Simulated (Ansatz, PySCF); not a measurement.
System: sum formula H3SiO2, net charge 0, doublet state. It need not be the lowest isomer of its formula. 
Structure (B3LYP-D3(BJ)/def2-TZVP (Ansatz, a quantum-chemistry and plane-wave program) minimum search):
SMILES: [O][SiH2]O
```xyz
6

Si    -0.2926    -0.2554     0.1381
O     -0.7735     1.2989    -0.1230
O      1.2473    -0.6458    -0.2557
H     -1.1301    -1.1922    -0.6337
H     -0.5398    -0.3101     1.6081
H      1.9765    -0.1475     0.1229
```
Charge 0, spin multiplicity 2.

Total electronic energies in hartree. Valence correlation only, unless marked. UHF or UKS for open shells. Spin-orbit coupling is left out. Non-relativistic. Basis-set limits of correlation are two-point, X^-3; Hartree-Fock from the larger set. The bracket is a focal-point correction in the basis named.

```
level                                                                             program  energy (Eh)
-------------------------------------------------------------------------  --------------  -----------
HF/cc-pV(T+d)Z                                                                     Ansatz   -440.52457
BP86-D3(BJ)/def2-TZVPD                                                      PySCF + dftd3   (withheld)
B3LYP-D4/def2-TZVPD                                                        Ansatz + dftd4   (withheld)
PBE0-D4/def2-TZVPD                                                         Ansatz + dftd4   -441.54417
PW6B95/def2-TZVPD                                                                   PySCF   (withheld)
LC-wPBE-D3(BJ)/def2-TZVPD                                                  Ansatz + dftd3   -441.64873
wB97M-V/def2-TZVPD                                                                 Ansatz   -441.75874
MP2/STO-3G                                                                         Ansatz   -435.10354
RI-MP2/CBS(aug-cc-pV(T+d)Z,aug-cc-pV(Q+d)Z)+[CCSD(T)-MP2]/aug-cc-pV(T+d)Z          Ansatz    -441.2233
```

Complete the blanks.


- BP86-D3(BJ)/def2-TZVPD, energy (Eh): -441.85979
- B3LYP-D4/def2-TZVPD, energy (Eh): -441.85782
- PW6B95/def2-TZVPD, energy (Eh): -442.25070
